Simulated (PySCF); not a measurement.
A mixed set of molecules. Computed with PySCF, TDDFT CAM-B3LYP/def2-SVPD, vertical, gas phase, core orbitals frozen in the response. Geometries: GFN2-xTB; one conformer of each isolated species. Triplets are in the Tamm–Dancoff approximation. 'Strongest' means the level of largest summed f among the lowest 8 singlets; it needn't be the same kind of state in each.

Question: Rank by computed LUMO energy, highest first.
A. `C#C[C@@H]1[C@H](N)[C@@H]1C=C`
B. `CC(C)O[C@H](C)F`
C. `[SiH3]c1ccc([SiH3])cc1`
D. `CCc1ccncc1`
E. `CC#C[SiH2]N(C)C`

Answer: B (1.38 eV), E (1.13 eV), A (0.91 eV), D (0.43 eV), C (0.11 eV).

```csv
SMILES,LUMO (eV),f (S1),α (au),first f ≥ 0.01 (nm),f (strongest),S1 mainly
CC(C)O[C@H](C)F,1.38,0.020,68.3,151,0.13,H→L (88%)
CC#C[SiH2]N(C)C,1.13,0.008,94.9,197,0.03,H→L (86%)
C#C[C@@H]1[C@H](N)[C@@H]1C=C,0.91,0.012,85.8,213,0.05,H→L (83%)
CCc1ccncc1,0.43,0.005,85.3,219,0.67,H→L (95%)
[SiH3]c1ccc([SiH3])cc1,0.11,0.005,123.7,211,1.00,H-1→L (57%)
```

H and L stand for HOMO and LUMO.

- `CC(C)O[C@H](C)F`: Löwdin shares by element: HOMO oxygen 52%, carbon 22% or more, fluorine 6% (atoms not listed hold the other 19%); LUMO carbon 39% or more (atoms not listed hold the other 61%).
- `CC#C[SiH2]N(C)C`: Löwdin shares by element: HOMO nitrogen 55%, carbon 17% or more, silicon 8% (atoms not listed hold the other 20%); LUMO carbon 30% or more, silicon 23% (atoms not listed hold the other 46%).
- `C#C[C@@H]1[C@H](N)[C@@H]1C=C`: Löwdin shares by element: HOMO carbon 39% or more, nitrogen 30% (atoms not listed hold the other 31%); LUMO carbon 50% or more, hydrogen 7% or more (atoms not listed hold the other 43%).
- `CCc1ccncc1`: Löwdin shares by element: HOMO nitrogen 59%, carbon 26% or more; LUMO carbon 43% or more, nitrogen 20% (atoms not listed hold the other 37%).
- `[SiH3]c1ccc([SiH3])cc1`: Löwdin shares by element: HOMO carbon 64% or more (atoms not listed hold the other 36%); LUMO carbon 59% or more (atoms not listed hold the other 41%).
